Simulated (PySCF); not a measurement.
Job for PySCF: R-HF/3-21G on BO+, 2S+1 = 1, a spin state set in the input, which need not be the lowest, a point of a bond scan (R = 1.190 Å). Charge +1.

```python
from pyscf import gto, scf, dft, mp
from pyscf.data.elements import chemcore

mol = gto.M(
    atom='''
    B     0.00000000    0.00000000    0.00000000
    O     0.00000000    0.00000000    1.18981800
    ''',
    basis='3-21g',
    charge=1, spin=0, verbose=3, max_memory=1800)
mf = scf.RHF(mol)
mf.conv_tol = 1e-8
mf.max_cycle = 100
mf.kernel()
if not mf.converged:
    mf = mf.newton().run(mf.mo_coeff, mf.mo_occ)
```

Task: Predict the final total energy.

Result: -98.4731 hartree.
